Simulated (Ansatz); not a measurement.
Input and output for `O[SiH](F)[TeH]`.

```yaml
crystal:
  periodic: [false, false, false]
  atoms:
    - {symbol: O, position_ang: [-0.504466, 1.143183, 1.206060]}
    - {symbol: Si, position_ang: [0.362404, 0.043266, 0.376657]}
    - {symbol: F, position_ang: [0.068388, -1.444699, 0.868136]}
    - {symbol: Te, position_ang: [-0.257746, 0.146802, -2.032762]}
    - {symbol: H, position_ang: [-1.452032, 1.177655, 1.059265]}
    - {symbol: H, position_ang: [1.775146, 0.334492, 0.674255]}
    - {symbol: H, position_ang: [0.069507, -1.468598, -2.197211]}
basis:
  gaussian: {orbitals: def2-SVP}
hamiltonian: {xc: {name: RPBE}}
accuracy: high
```

```sh
$ ansatz run in.yaml --threads 2 --pin off --events-out ev --progress --plain --max-ram 4352MiB
```

Shortened log:

```
Functional definition: RPBE
1961 factors; integrals over basis functions are off by at most 3.6e-9 eV
mean field evaluation 1: about -19974.7063 eV, gradient 5.9e1 eV
mean field evaluation 2: about -19945.5969 eV, gradient 1.3e2 eV
mean field evaluation 4: about -19980.3722 eV, gradient 1.1e1 eV
mean field evaluation 8: about -19980.5750 eV, gradient 4.7e-1 eV
mean field evaluation 16: about -19980.5756 eV, gradient 5.1e-5 eV
mean field -19980.57556945 eV, -734.2726088567 hartree, gradient 1.7e-8 eV, S^2 0.000000; 0 other end points of the search recorded, 0 dependent functions left out
reference -19980.57557250 eV, -734.2726089689 hartree; 29, 29 occupied and 58, 58 virtual orbitals, 1961 factors
Total energy: -19980.57557250 eV, -734.2726089689 hartree
```

It took 3.2 s on 2 threads of an Arm Neoverse V2 on a shared host, with 0.22 GiB of host memory at the peak.
